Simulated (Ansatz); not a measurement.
Reaction (cleavage of the Si–Ge bond): `O[SiH]([SiH3])[GeH3]` + H–F → `O[SiH](F)[SiH3]` + GeH₄

Isolated molecules relaxed with PBE0-D4/def2-TZVP in Ansatz; ΔE leaves out vibrations. CBS: MP2 limit from def2 TZ/QZ plus the TZ coupled-cluster correction, frozen cores. This one scheme is used for every species. Functionals use def2-TZVPP. For Ge outer-core shells are correlated without core-valence functions, which leaves a few kJ/mol of doubt a bond. Scalar relativity is left out up to krypton. One conformer a species, not always the lowest.

(1) Is it downhill or uphill in electronic energy at CCSD(T)/CBS, and by how much? (An estimate is asked.)

(2) What do these levels give: r2SCAN-D4, B2PLYP, HF/def2-TZVPP, MP2/def2-TZVPP, SCS-MP2/def2-QZVPP, MP2/CBS(def2)? (An estimate is asked.)

Largest T1 diagnostic among the species: 0.013.

Answers

(1) The calculation gave: Downhill: ΔE = -132.2 kJ/mol.

(2) The calculation gave: r2SCAN-D4 -136.4, B2PLYP -145.3, HF/def2-TZVPP -168.7, MP2/def2-TZVPP -135.7, SCS-MP2/def2-QZVPP -143.5, MP2/CBS(def2) -132.8 kJ/mol.

In def2-TZVPP, CCSD(T) changes the Hartree–Fock value by +33.6 kJ/mol (the triples alone add +4.3 kJ/mol) and MP2 by +33.0 kJ/mol. The D4 term adds +9.7 kJ/mol with B3LYP and +5.7 kJ/mol with PBE0; it sums over pairs of atoms, weighted by their polarisabilities, and B3LYP, whose exchange is more repulsive, gets the larger term. From PBE to PBE0 (25 % exact exchange), in def2-TZVPP and without D4, ΔE moves by −3.9 kJ/mol.

B3LYP here is the variant with VWN-RPA as its local correlation; programs differ in this.
